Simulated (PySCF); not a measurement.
# KRb: everyday levels beside a composite calculation

PySCF; the state is a singlet (closed shell). The composite is CCSD(T) extrapolated to the basis-set limit from two correlation-consistent sets, with core-valence (CV) and scalar-relativistic (SR) terms as its label shows; it has no spin–orbit coupling and nothing beyond (T). Here it is CCSD(T)/CBS(DT). It gives Re = 4.045 Å, ωe = 77.4 cm⁻¹ and De = 0.53 eV to K + Rb.

```csv
level,basis,relativity,Re (Å),ωe (cm⁻¹),De (eV)
RHF-MP2,def2-SVP,scalar-relativistic core potentials,4.107,76.2,0.31
RHF-MP2,def2-SVPD,scalar-relativistic core potentials,4.107,75.9,0.31
RHF-SCS-MP2,def2-SVP,scalar-relativistic core potentials,4.144,74.7,0.36
RHF-SCS-MP2,def2-SVPD,scalar-relativistic core potentials,4.145,74.4,0.36
RHF-CCSD,def2-SVPD,scalar-relativistic core potentials,4.157,72.2,0.42
PBE,def2-SVP,scalar-relativistic core potentials,4.138,72.3,0.56
M06-L,def2-SVP,scalar-relativistic core potentials,4.055,76.9,0.61
PBE0,def2-SVP,scalar-relativistic core potentials,4.156,74.2,0.48
PBE0,x2c-TZVPall,spin-free X2C,4.139,75.1,0.49
M06-2X,def2-SVPD,scalar-relativistic core potentials,3.966,81.7,0.70
```

Give the difference of each row from the composite.



| level | basis | ΔRe (pm) | Δωe (%) | ΔDe (eV) |
| --- | --- | --- | --- | --- |
| RHF-MP2 | def2-SVP | +6.2 | -1.6 | -0.22 |
| RHF-MP2 | def2-SVPD | +6.2 | -1.9 | -0.22 |
| RHF-SCS-MP2 | def2-SVP | +9.9 | -3.5 | -0.17 |
| RHF-SCS-MP2 | def2-SVPD | +10.0 | -3.9 | -0.17 |
| RHF-CCSD | def2-SVPD | +11.2 | -6.7 | -0.11 |
| PBE | def2-SVP | +9.3 | -6.6 | +0.03 |
| M06-L | def2-SVP | +1.0 | -0.6 | +0.08 |
| PBE0 | def2-SVP | +11.1 | -4.1 | -0.05 |
| PBE0 | x2c-TZVPall | +9.4 | -3.0 | -0.04 |
| M06-2X | def2-SVPD | -7.9 | +5.6 | +0.17 |

Which rows come closest in De?

PBE in def2-SVP (+0.03 eV); PBE0 in x2c-TZVPall (-0.04 eV), counted from the composite.

Correlated steps freeze the inner cores (5 to 19 orbitals); shallow outer-core shells are correlated. Closed-shell solutions of metal pairs were not tested for spin polarisation, which can lower them a little. Correlated levels converge slowly with the basis: in double zeta they bind strong bonds too weakly, by up to about 1 eV, and carry superposition errors of some tenths. Where the molecule has an RHF reference, its open-shell atoms are computed with UHF.
